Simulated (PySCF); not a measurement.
Cartesian coordinates (Å):
```xyz
3

Cd     0.0000     0.0000     0.0000
Cl     0.2493     1.2942     1.8715
Cl    -0.2493    -1.2942    -1.8715
```
Charge 0, multiplicity 1.

Problem. What HOMO–LUMO gap, HOMO, total energy, charge on the central atom (Mulliken) and LUMO does TPSSh-D3(BJ)/def2-TZVP // TPSS-D3(BJ)/def2-SVP (PySCF) give?

Solution. 
```json
{
 "HOMO–LUMO gap": "5.43 eV",
 "HOMO": "-8.15 eV",
 "total_energy": "-1088.2560 Ha",
 "charge on the central atom (Mulliken)": "0.81 e",
 "LUMO": "-2.72 eV"
}
```
